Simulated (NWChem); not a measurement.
# CH₆MgSi; SMILES [CH3][Mg][SiH3]

```xyz
9

Mg     0.2835    -0.6451    -0.0005
C      0.3531    -2.7377    -0.0005
H      0.8487    -3.1295    -0.8987
H     -0.6518    -3.1793     0.0309
H      0.9029    -3.1277     0.8664
Si     0.1956     1.9487    -0.0005
H     -1.1775     2.5014     0.2328
H      0.6493     2.5639    -1.2892
H      1.0532     2.5779     1.0549
```
Atoms are numbered in this order, from 1.

All runs: NWChem. The geometry was optimised at B3LYP/6-31G* (spherical d). GIAO values for the isolated, static molecule; σ is the absolute isotropic shielding, δ = σ(reference) − σ with the isolated reference molecule computed at the same levels (13C: tetramethylsilane, 1H: tetramethylsilane, 29Si: tetramethylsilane).

**Question.** Predict the results for PBE0/pcSseg-1. Quantities: σ Mg1 (ppm); δ C2 (ppm); δ H3 (ppm); δ Si6 (ppm); δ H7 (ppm).

**Answer.** 
| Quantity | Value |
|---|---|
| σ Mg1 (ppm) | 401.3 |
| δ C2 (ppm) | -18.1 |
| δ H3 (ppm) | -0.95 |
| δ Si6 (ppm) | -153.5 |
| δ H7 (ppm) | 2.87 |
